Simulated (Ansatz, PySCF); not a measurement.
Spin states of O2Pt (SMILES [O]=[Pt]=[O]), each relaxed with B3LYP-D3(BJ)/def2-TZVP.
State 1 (charge 0, multiplicity 1):
```xyz
3

Pt    -0.0098     0.0148    -0.0220
O      1.2903     0.2215    -1.0951
O     -1.3137    -0.1889     1.0468
```
State 2 (charge 0, multiplicity 3):
| atom | x (Å) | y (Å) | z (Å) |
|---|---|---|---|
| Pt | 0.2285 | -0.1624 | 0.2337 |
| O | 1.1276 | 0.3031 | -1.1869 |
| O | -1.3892 | -0.0933 | 0.8829 |

Singlets are restricted, other states unrestricted; no spin–orbit coupling, no relativity up to Kr; see below for the cores. The largest T1 diagnostic is 0.066.

Correlated levels freeze the inner cores; with def2 sets outer-core shells near the valence are correlated too.

Programs: Ansatz (a first-principles code); PySCF for the dispersion terms. Values without a source in brackets are computed. In def2 rows elements past Kr take small-core potentials, without spin–orbit coupling.

```csv
level,energy of the multiplicity-3 state less that of the multiplicity-1 state (kcal/mol)
PBE-D3(BJ)/def2-TZVPP,29.80
r2SCAN-D4/def2-TZVPP,27.28
B3LYP/def2-TZVPP,26.46
B3LYP-D3(BJ)/def2-TZVPP,26.45
PBE0/def2-TZVPP,25.33
PBE0-D4/def2-TZVPP,25.32
BHLYP-D4/def2-TZVPP,15.57
B2PLYP-D4/def2-TZVPP,60.72
CCSD(T)/def2-SVP,___
```

Some entries are withheld; supply them.


- CCSD(T)/def2-SVP, energy of the multiplicity-3 state less that of the multiplicity-1 state (kcal/mol): 45.66

Doubts at one or more of the structures used: a restricted determinant that unrestricted orbitals would lower (B2PLYP-D4/def2-TZVPP, CCSD(T)/def2-SVP); T1 above 0.05 (CCSD(T)/def2-SVP).
